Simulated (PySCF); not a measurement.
# GaCl: energy against distance

Set-up: basis Ga def2-TZVPPD, Cl def2-TZVPPD; no relativity; PySCF 2.14. Energies in eV from Ga + Cl in their ground configurations at the same level. State: ¹Σ⁺ (singlet), closed shell.

Curves on a restricted Hartree–Fock reference rise too fast on stretching and do not dissociate correctly.

```json
{"R (Å)": "1.912", "PBE": "-4.059", "RHF": "-2.703", "RHF-CCSD": ""}
{"R (Å)": "2.001", "PBE": "-4.555", "RHF": "-3.219", "RHF-CCSD": "-4.271"}
{"R (Å)": "2.090", "PBE": "-4.830", "RHF": "-3.501", "RHF-CCSD": "-4.532"}
{"R (Å)": "2.156", "PBE": "-4.934", "RHF": "-3.604", "RHF-CCSD": "-4.622"}
{"R (Å)": "2.223", "PBE": "-4.971", "RHF": "-3.638", "RHF-CCSD": "-4.643"}
{"R (Å)": "2.290", "PBE": "-4.959", "RHF": "-3.620", "RHF-CCSD": "-4.614"}
{"R (Å)": "2.379", "PBE": "-4.886", "RHF": "-3.540", "RHF-CCSD": "-4.518"}
{"R (Å)": "2.490", "PBE": "-4.733", "RHF": "-3.378", "RHF-CCSD": "-4.336"}
{"R (Å)": "2.623", "PBE": "-4.497", "RHF": "-3.132", "RHF-CCSD": "-4.064"}
{"R (Å)": "2.801", "PBE": "-4.143", "RHF": "-2.768", "RHF-CCSD": ""}
```

Put a parabola through the three lowest points of the PBE curve and estimate Re, k and ωe (reduced mass 23.2 u; 1 eV/Å² = 0.16022 mdyn/Å; ωe = 1302.8·√(k/μ) cm⁻¹).

Through R = 2.156, 2.223, 2.29 Å the second-order coefficient is 5.46 eV/Å², so Re ≈ 2.240 Å, k ≈ 1.75 mdyn/Å and ωe ≈ 358 cm⁻¹. A polynomial fit of higher order to the unrounded PBE energies gives Re = 2.237 Å, k = 1.68 mdyn/Å, ωe = 350 cm⁻¹; anharmonicity and rounding make the difference.

The higher-order fit for each curve: PBE: Re = 2.237 Å, ωe = 350 cm⁻¹, De = 4.97 eV; RHF: Re = 2.231 Å, ωe = 360 cm⁻¹, De = 3.64 eV; RHF-CCSD: Re = 2.215 Å, ωe = 371 cm⁻¹, De = 4.64 eV.

Correlated steps freeze 14 core orbitals. Where the molecule has an RHF reference, its open-shell atoms are computed with UHF.
